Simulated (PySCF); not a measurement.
## Be+ (beryllium, charge +1) across methods

[He] 3d1, 2D determinant (an excited configuration). All numbers are calculated (PySCF 2.14, scalar relativity by spin-free X2C-1e, in aug-cc-pVQZ-DK (6s5p4d3f2g, 80 functions)).

| method | E (hartree) | mean ε 1s α (eV) | mean ε 1s β (eV) | mean ε 3d α (eV) | Σ⟨r²⟩ (bohr²) | ⟨S²⟩ |
| --- | --- | --- | --- | --- | --- | --- |
| HSE06 | -13.8756 | -131.07 | -131.06 | -4.938 | 26.25 | 0.750 |
| PBE0 | -13.8721 | -131.46 | -131.46 | -5.255 | 26.22 | 0.750 |
| M06 | -13.9200 | -131.59 | -131.57 | -5.211 | 25.58 | 0.750 |
| BLYP | -13.9011 | -126.05 | -126.06 | -4.870 | 25.58 | 0.750 |
| UHF | -13.83297 | -147.85 | -147.85 | -5.969 | 26.70 | 0.750 |
| LDA | -13.6824 | -124.36 | -124.35 | -4.682 | 26.58 | 0.750 |
| PBE | -13.8687 | -125.71 | -125.71 | -4.947 | 25.96 | 0.750 |
| r2SCAN | -13.8960 | -128.09 | -128.10 | -4.805 | 26.48 | 0.750 |
| BP86 | -13.9029 | -125.95 | -125.96 | -5.037 | 26.09 | 0.750 |

The outer electron is Rydberg-like, and this basis confines it to a smaller radius and binds it less than a complete one would.
